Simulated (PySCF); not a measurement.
**Correlation energy of Fe (iron, neutral)**

Starting occupation: [Ar] 3d5 4s2 5s1, 3d5/2 with m_j = -3/2, -1/2, +1/2, +3/2, +5/2, 5s1/2 with m_j = +1/2. All numbers are calculated (PySCF 2.14, X2C-1e with screened-nucleus spin-orbit coupling, Gaussian nucleus, in x2c-SVPall-2c with one added diffuse shell each of s, d type (6s5p4d1f, 48 functions)). Frozen: [Ne]; 16 electrons correlated; the 6 highest virtual spinors left out.

MP2 pair energies summed by pair of shells (mhartree):

| pair | energy | share (%) |
| --- | --- | --- |
| 3d-3p | -90.33 | 36.9 |
| 3p-3p | -57.56 | 23.5 |
| 3d-3d | -37.29 | 15.3 |
| 4s-4s | -21.37 | 8.7 |
| 3d-4s | -10.76 | 4.4 |
| 3p-4s | -10.47 | 4.3 |
| 3p-3s | -9.38 | 3.8 |
| 3d-3s | -3.93 | 1.6 |
| 3s-3s | -1.70 | 0.7 |
| 3s-4s | -0.72 | 0.3 |
| 4s-5s | -0.65 | 0.3 |
| 3p-5s | -0.21 | 0.1 |
| 3d-5s | -0.12 | 0.1 |
| 3s-5s | -0.03 | 0.0 |

Total MP2 correlation energy: -244.52 mhartree.

The GHF reference relaxed away from the jj start to a determinant that is no pure jj level (⟨S²⟩ = 12.00, ⟨J²⟩ = 12.00); the energies belong to that determinant.

This basis was not built for core-valence correlation, so the inner-shell part is incomplete.
